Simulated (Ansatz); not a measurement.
`B[SiH2]CN` + H–F → `B[SiH2]F` + CH₃NH₂ at 298.15 K and 1 bar (ligand exchange at the Si–C bond).

Program: Ansatz. Geometries: PBE0-D4/def2-TZVP. ΔE: electronic, gas phase. CCSD(T)/CBS adds triple-zeta CCSD(T) − MP2 to the extrapolated MP2 energy (def2 sets, frozen cores). This one scheme is used for every species. One conformer a species, not always the lowest.

```json
{"species": "`B[SiH2]CN`", "CCSD(T)/CBS energy (Eh)": "-411.38926", "H − E (kJ/mol)": "260.3", "S (J/(mol·K))": "344.3"}
{"species": "H–F", "CCSD(T)/CBS energy (Eh)": "-100.39570", "H − E (kJ/mol)": "33.5", "S (J/(mol·K))": "173.6"}
{"species": "`B[SiH2]F`", "CCSD(T)/CBS energy (Eh)": "-416.08532", "H − E (kJ/mol)": "118.3", "S (J/(mol·K))": "289.1"}
{"species": "CH₃NH₂", "CCSD(T)/CBS energy (Eh)": "-95.75281", "H − E (kJ/mol)": "180.0", "S (J/(mol·K))": "240.4"}
```

H − E and S are ideal-gas, rigid-rotor, harmonic terms from PBE0-D4/def2-TZVP, for one conformer and one mirror image of each species. 1 Eh = 2625.50 kJ/mol, R = 8.31446 J/(mol·K).

Problem. By hand: ΔE, ΔH, ΔS and ΔG.

Solution. ΔE = (-416.08532) + (-95.75281) − (-411.38926) − (-100.39570) = -0.05317 Eh = -139.6 kJ/mol. Δ(H − E) = 118.3 + 180.0 − 260.3 − 33.5 = 4.5, so ΔH = -135.1 kJ/mol. ΔS = 289.1 + 240.4 − 344.3 − 173.6 = 11.6 J/(mol·K). ΔG = -135.1 − 298.15 × (11.6)/1000 = -138.6 kJ/mol.

Problem. By hand: the equilibrium constant, and the temperature at which ΔG would vanish if ΔH and ΔS stayed fixed.

Solution. log₁₀ K = −ΔG/(RT ln 10) = 24.3. ΔH and −TΔS have one sign here, so there is no such temperature.

The number of gas molecules stays the same, so ΔS is small and ΔH decides. A doubt of 5 kJ/mol in ΔE shifts log₁₀ K by 0.9 here. Other conformers and mirror images would add mixing entropy, several J/(mol·K) or more a flexible species. These are equilibria of isolated gas molecules and say nothing of rates. Largest T1 diagnostic: 0.012 (customary marks: 0.02 for closed shells, 0.045 for open ones).

ΔS is within the doubt of such terms, so its sign, and with it that verdict, could turn.
